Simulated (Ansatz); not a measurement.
Geometry optimisation, RKS r2SCAN-D4/def2-SVP (Ansatz).

The input (input.yaml):

```yaml
crystal:
  periodic: [false, false, false]
  atoms:
    - { symbol: Si, position_ang: [-1.3258, 1.1194, -0.5899] }
    - { symbol: B, position_ang: [-0.518, 0.3393, 0.9291] }
    - { symbol: Si, position_ang: [1.2806, -0.2939, 0.7833] }
    - { symbol: P, position_ang: [1.5162, -1.8958, -0.7121] }
    - { symbol: H, position_ang: [-2.5615, 0.3751, -0.9877] }
    - { symbol: H, position_ang: [-1.774, 2.5523, -0.2581] }
    - { symbol: H, position_ang: [-0.412, 1.2021, -1.7316] }
    - { symbol: H, position_ang: [-1.0611, 0.2594, 1.9439] }
    - { symbol: H, position_ang: [2.1963, 0.8333, 0.4482] }
    - { symbol: H, position_ang: [1.7388, -0.819, 2.1271] }
    - { symbol: H, position_ang: [0.7274, -1.1519, -1.7089] }
    - { symbol: H, position_ang: [0.2701, -2.5755, -0.2091] }
basis:
  gaussian: { orbitals: def2-SVP }
hamiltonian:
  xc: r2scan
  dispersion: d4
relax:
  f_tol: 0.02
  max_steps: 50
```

Launched with:

```bash
$ ansatz run input.yaml --threads 2 --pin off --max-ram 3072MiB --backend cpu --events-out ev --progress --plain --runs-dir out
```

Problem. Where does it end, and by what steps?

Solution. It converged. After 22 steps the energy has fallen by 0.681 eV; H12 moved furthest, 1.38 Å.

```csv
step,energy less start (eV),largest force component (eV/Å),accepted
0,0.0000,1.588,yes
1,-0.4059,0.567,yes
2,-0.4766,0.267,yes
3,-0.4965,0.366,yes
4,-0.5289,0.435,yes
5,-0.5666,0.346,yes
6,-0.5850,0.320,yes
7,-0.5991,0.194,yes
8,-0.6067,0.134,yes
9,-0.6155,0.338,yes
10,-0.6240,0.253,yes
11,-0.6296,0.176,yes
12,-0.6354,0.229,yes
13,-0.6390,0.182,yes
14,-0.6441,0.164,yes
15,-0.6544,0.125,yes
16,-0.6568,0.306,yes
17,-0.6689,0.336,yes
18,-0.6581,0.336,no
19,-0.6757,0.118,yes
20,-0.6788,0.066,yes
21,-0.6800,0.036,yes
22,-0.6806,0.017,yes
```

```xyz
12
Properties=species:S:1:pos:R:3
Si -1.319 1.016 -0.635
B -0.426 -0.223 0.673
Si 1.514 -0.046 0.939
P 0.924 -1.902 -0.249
H -2.560 0.457 -1.263
H -1.695 2.291 0.055
H -0.382 1.364 -1.755
H -1.002 -0.729 1.610
H 2.348 0.853 0.096
H 2.192 -0.445 2.201
H 1.033 -1.229 -1.507
H -0.550 -1.463 -0.131
```

Whether the end is a true minimum wasn't checked by a vibrational analysis.

Run time: 59 s on 2 threads of Intel(R) Xeon(R) Platinum 8488C (Sapphire Rapids), on a shared host, peak memory 0.19 GiB.
